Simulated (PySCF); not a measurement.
A geometry optimisation, step by step.

Species: C6H16N2Si.
Numbering: `[CH3:1][NH:2][SiH2:3][N:4]1[CH2:5][CH2:6][CH2:7][C@H:8]1[CH3:9]` (hydrogens: H10, H11, H12 on C1; H13 on N2; H14, H15 on Si3; H16, H17 on C5; H18, H19 on C6; H20, H21 on C7; H22 on C8; H23, H24, H25 on C9)

Computed by this run: PBE0-D3(BJ)/def2-SVP geometry optimisation, gas phase in PySCF 2.14.0; density fitting, grid level 1; the optimiser is geomeTRIC in internal coordinates, started from a GFN2-xTB structure. 5 of its 13 geometries are shown. The frame can shift and turn from step to step; on so coarse a grid that alone can change the energy by a few meV, and forces under 0.02 eV/Å are noise.

Step 0: E = -17318.4112 eV, largest atomic force 0.690 eV/Å
```
atom  x, y, z in Å  |  force x, y, z in eV/Å
C1      3.884    0.267    0.059   -0.410   0.207   0.051
N2      2.468    0.522    0.098    0.314   0.128   0.050
Si3     1.327   -0.746    0.318    0.075   0.513  -0.146
N4     -0.199    0.012    0.195   -0.376   0.210  -0.077
C5     -0.555    1.040   -0.753   -0.160   0.079   0.244
C6     -1.773    1.691   -0.101    0.123  -0.525  -0.084
C7     -2.509    0.486    0.494    0.500   0.210  -0.024
C8     -1.420   -0.594    0.680   -0.314  -0.354  -0.077
C9     -1.773   -1.878   -0.073    0.136   0.534   0.416
H10     4.056   -0.656   -0.490    0.269  -0.382  -0.283
H11     4.402    1.081   -0.453    0.311   0.148  -0.199
H12     4.324    0.153    1.058    0.306  -0.067   0.262
H13     2.267    1.402    0.550   -0.247   0.185   0.168
H14     1.313   -1.420    1.627   -0.010  -0.367   0.449
H15     1.677   -1.728   -0.724    0.157  -0.473  -0.276
H16     0.278    1.723   -0.904    0.269   0.249  -0.187
H17    -0.832    0.613   -1.728   -0.069   0.004  -0.376
H18    -2.383    2.249   -0.808   -0.205   0.271  -0.228
H19    -1.445    2.365    0.690    0.121   0.253   0.229
H20    -3.270    0.128   -0.199   -0.299  -0.130  -0.186
H21    -2.997    0.733    1.434   -0.252   0.051   0.293
H22    -1.283   -0.844    1.738   -0.068  -0.068   0.324
H23    -2.725   -2.273    0.274   -0.396  -0.262   0.103
H24    -1.842   -1.678   -1.140   -0.060   0.041  -0.481
H25    -1.001   -2.626    0.087    0.286  -0.453   0.032
```

Step 3: E = -17318.5812 eV, largest atomic force 0.169 eV/Å
```
atom  x, y, z in Å  |  force x, y, z in eV/Å
C1      3.969    0.371   -0.040   -0.097   0.041  -0.095
N2      2.558    0.493    0.231    0.081  -0.069   0.122
Si3     1.420   -0.811    0.200   -0.023   0.159  -0.051
N4     -0.135   -0.093   -0.016   -0.035  -0.121  -0.096
C5     -0.433    0.959   -0.968   -0.044  -0.019   0.058
C6     -1.608    1.675   -0.312    0.010  -0.052   0.004
C7     -2.411    0.519    0.290    0.067   0.032   0.011
C8     -1.382   -0.613    0.545   -0.010   0.051  -0.008
C9     -1.817   -1.940   -0.070    0.005   0.040   0.066
H10     4.132   -0.446   -0.760    0.029  -0.031  -0.017
H11     4.373    1.286   -0.505    0.015   0.019   0.006
H12     4.587    0.147    0.849    0.025  -0.004   0.048
H13     2.321    1.269    0.840    0.015   0.023   0.004
H14     1.266   -1.645    1.437   -0.002  -0.029   0.032
H15     1.940   -1.708   -0.885    0.000  -0.040  -0.012
H16     0.448    1.597   -1.128    0.017   0.018   0.000
H17    -0.734    0.563   -1.961   -0.012  -0.013  -0.039
H18    -2.189    2.288   -1.015   -0.029   0.020  -0.011
H19    -1.231    2.337    0.483    0.011   0.015   0.019
H20    -3.180    0.172   -0.418   -0.002  -0.011  -0.038
H21    -2.935    0.810    1.212   -0.030  -0.007   0.011
H22    -1.245   -0.769    1.629    0.003   0.002   0.026
H23    -2.784   -2.267    0.344   -0.015  -0.015  -0.005
H24    -1.924   -1.851   -1.162    0.003   0.014  -0.032
H25    -1.079   -2.730    0.137    0.017  -0.024  -0.005
```

Step 6: E = -17318.5951 eV, largest atomic force 0.084 eV/Å
```
atom  x, y, z in Å  |  force x, y, z in eV/Å
C1      3.947    0.448   -0.038    0.026  -0.008   0.003
N2      2.570    0.446    0.385   -0.010  -0.001   0.019
Si3     1.426   -0.834    0.172    0.007   0.013   0.009
N4     -0.138   -0.145   -0.072   -0.025  -0.040  -0.070
C5     -0.422    0.921   -1.013    0.029   0.029   0.024
C6     -1.572    1.664   -0.345   -0.007   0.016  -0.005
C7     -2.396    0.524    0.252   -0.005   0.001   0.016
C8     -1.382   -0.609    0.543   -0.014  -0.013   0.035
C9     -1.853   -1.956    0.006   -0.006  -0.018  -0.005
H10     4.076   -0.236   -0.892   -0.007   0.002   0.014
H11     4.266    1.449   -0.378   -0.004  -0.006  -0.011
H12     4.661    0.123    0.745   -0.010   0.011  -0.010
H13     2.353    1.146    1.087   -0.004  -0.004  -0.009
H14     1.221   -1.768    1.331    0.010   0.016  -0.004
H15     2.003   -1.627   -0.965   -0.011   0.003   0.005
H16     0.472    1.544   -1.170   -0.008  -0.004  -0.011
H17    -0.738    0.539   -2.007    0.005   0.005   0.011
H18    -2.147    2.294   -1.041    0.006   0.002   0.011
H19    -1.175    2.314    0.451    0.006  -0.011  -0.003
H20    -3.144    0.172   -0.479    0.017  -0.001  -0.006
H21    -2.948    0.824    1.155   -0.012  -0.007  -0.013
H22    -1.229   -0.711    1.633    0.010   0.009  -0.007
H23    -2.820   -2.245    0.448    0.005   0.004   0.000
H24    -1.974   -1.913   -1.089    0.003  -0.003   0.010
H25    -1.126   -2.751    0.237   -0.002   0.006  -0.003
```

Step 9: E = -17318.6028 eV, largest atomic force 0.076 eV/Å
```
atom  x, y, z in Å  |  force x, y, z in eV/Å
C1      3.908    0.526   -0.068    0.015  -0.001   0.021
N2      2.555    0.459    0.423   -0.009   0.038  -0.066
Si3     1.432   -0.832    0.185    0.014  -0.072   0.005
N4     -0.144   -0.202   -0.134   -0.005   0.027   0.026
C5     -0.402    0.924   -1.009   -0.009   0.036  -0.015
C6     -1.546    1.647   -0.308   -0.002   0.006  -0.003
C7     -2.392    0.483    0.199   -0.007  -0.007   0.004
C8     -1.381   -0.640    0.518    0.012  -0.008  -0.025
C9     -1.857   -2.006    0.039    0.006   0.003  -0.006
H10     4.046   -0.208   -0.876   -0.001  -0.002   0.001
H11     4.146    1.518   -0.491   -0.005   0.000  -0.006
H12     4.673    0.304    0.701   -0.002   0.006   0.000
H13     2.321    1.180    1.096    0.001  -0.011   0.022
H14     1.217   -1.743    1.359   -0.016  -0.006  -0.004
H15     2.053   -1.632   -0.922    0.018   0.004   0.009
H16     0.502    1.543   -1.124    0.001  -0.007   0.009
H17    -0.714    0.610   -2.027   -0.010  -0.006   0.006
H18    -2.100    2.334   -0.964    0.000   0.001   0.000
H19    -1.146    2.233    0.536    0.000  -0.005   0.004
H20    -3.076    0.145   -0.596    0.008   0.001  -0.008
H21    -3.014    0.741    1.069    0.000  -0.004   0.001
H22    -1.215   -0.700    1.610   -0.002   0.012   0.006
H23    -2.819   -2.278    0.503    0.003  -0.001   0.008
H24    -1.990   -2.003   -1.055   -0.004  -0.001   0.002
H25    -1.127   -2.791    0.290   -0.004  -0.001   0.009
```

Step 12: E = -17318.6052 eV, largest atomic force 0.023 eV/Å
```
atom  x, y, z in Å  |  force x, y, z in eV/Å
C1      3.909    0.540   -0.075   -0.004  -0.006   0.000
N2      2.542    0.478    0.378   -0.006   0.006  -0.002
Si3     1.433   -0.831    0.166   -0.010   0.019  -0.009
N4     -0.143   -0.197   -0.149    0.002  -0.001   0.007
C5     -0.411    0.948   -0.999    0.002  -0.021  -0.001
C6     -1.562    1.645   -0.284   -0.003  -0.004   0.001
C7     -2.399    0.460    0.187    0.008   0.005   0.003
C8     -1.372   -0.646    0.510   -0.009  -0.004   0.010
C9     -1.833   -2.024    0.055   -0.003  -0.003   0.012
H10     4.082   -0.240   -0.832    0.002   0.000  -0.001
H11     4.144    1.508   -0.552    0.002   0.001   0.001
H12     4.651    0.377    0.729    0.002  -0.001   0.001
H13     2.291    1.205    1.039    0.003  -0.003   0.005
H14     1.215   -1.731    1.348    0.007  -0.001   0.000
H15     2.067   -1.645   -0.923   -0.006   0.000  -0.006
H16     0.490    1.573   -1.102   -0.001   0.007   0.000
H17    -0.724    0.653   -2.022    0.007   0.002  -0.004
H18    -2.119    2.344   -0.926   -0.002   0.002   0.002
H19    -1.172    2.211    0.578    0.003  -0.001  -0.001
H20    -3.058    0.122   -0.630    0.004  -0.001  -0.004
H21    -3.043    0.692    1.048   -0.008  -0.003  -0.005
H22    -1.204   -0.689    1.603    0.003   0.005  -0.001
H23    -2.787   -2.300    0.532   -0.001   0.000  -0.003
H24    -1.974   -2.042   -1.038    0.002   0.001  -0.001
H25    -1.092   -2.796    0.316    0.002  -0.001  -0.005
```

Problem. Summarise the path.

Solution. The energy falls by 0.1939 eV from step 0 to step 12; nine tenths of that is first reached at step 4. It falls at every step. The largest force goes from 0.690 to 0.023 eV/Å. Among the bonds Si3–H14 changes most, from 1.473 to 1.502 Å; the atoms move by 0.331 Å rms after alignment.

The cost below is that of the whole optimisation. Hardware: Arm Neoverse V1, one thread, no GPU (shared host). Cost: 6.0 min, 0.96 GiB resident at most.
